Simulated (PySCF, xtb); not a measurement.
C₄H₄, SMILES C=C1C=C1. Atoms are numbered in the order given.

```xyz
8

C      0.0000     0.0000     1.5957
C      0.0000     0.0000     0.2626
C      0.0000     0.6616    -1.0217
C      0.0000    -0.6616    -1.0217
H      0.0000    -0.9376     2.1554
H      0.0000     0.9376     2.1554
H      0.0000     1.5835    -1.6001
H      0.0000    -1.5835    -1.6001
```

The structure is a stationary point at B3LYP-D3(BJ)/def2-SVP.

Level of theory: IEF-PCM-ωB97X/def2-SVP (PySCF).

The values are the electrostatic part of the solvation free energy, E(continuum) − E(gas) at the gas-phase geometry, in a cavity of scaled van der Waals radii (PySCF's table); cavitation and dispersion terms are not included. In vacuum the orbital gap is 10.14 eV. The dipole moment in vacuum is 2.08 D.

Computed values in water (ε = 78.36), cyclohexanone (ε = 15.62), N,N-dimethylformamide (ε = 37.22):
```csv
solvent,ε,ΔG(elec) (kcal/mol),dipole (D),gap (eV)
water,78.36,-3.6,2.85,10.44
cyclohexanone,15.62,-3.3,2.78,10.41
"N,N-dimethylformamide",37.22,-3.6,2.83,10.43
```

For comparison, GFN2-xTB/ALPB(water) (xtb, at the GFN2-xTB geometry, all terms of that model) gives -1.0 kcal/mol.
